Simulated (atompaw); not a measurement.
**Reading a pseudo-wave (Se)**

Columns: radius, all-electron u(r) and pseudo u(r) of the 4s shell (level -18.32 eV) of selenium in the configuration [Ar] 3d10 4s1 4p5; LDA (PW92), scalar-relativistic, PAW (atompaw) scheme, atompaw 4.2.0.5.

```tsv
r (bohr)	all-electron	pseudo
0.058	0.0084	0.0175
0.115	0.2443	0.0354
0.173	0.1988	0.0550
0.231	0.0041	0.0768
0.288	-0.1959	0.1007
0.346	-0.3404	0.1281
0.404	-0.4073	0.1590
0.462	-0.4040	0.1934
0.519	-0.3484	0.2307
0.577	-0.2557	0.2720
0.635	-0.1416	0.3164
0.692	-0.0200	0.3625
0.750	0.1050	0.4114
0.808	0.2255	0.4615
0.865	0.3356	0.5111
0.923	0.4369	0.5611
0.981	0.5262	0.6096
1.038	0.6020	0.6549
1.096	0.6670	0.6976
1.154	0.7204	0.7362
1.212	0.7629	0.7697
1.269	0.7949	0.7971
1.327	0.8184	0.8188
1.385	0.8339	0.8339
1.442	0.8421	0.8421
1.500	0.8443	0.8443
```

(1) How many radial nodes do the two functions have?

(2) Is the pseudo-wave norm-conserving?

Answers

(1) The all-electron 4s function has n − l − 1 = 3 (the table is too coarse to show those close to the nucleus); the pseudo-wave has 0, since the states of the same l below it are removed with the core.

(2) No, it belongs to a PAW set: the norm inside the radius is not constrained, and the difference is carried by the augmentation charge.
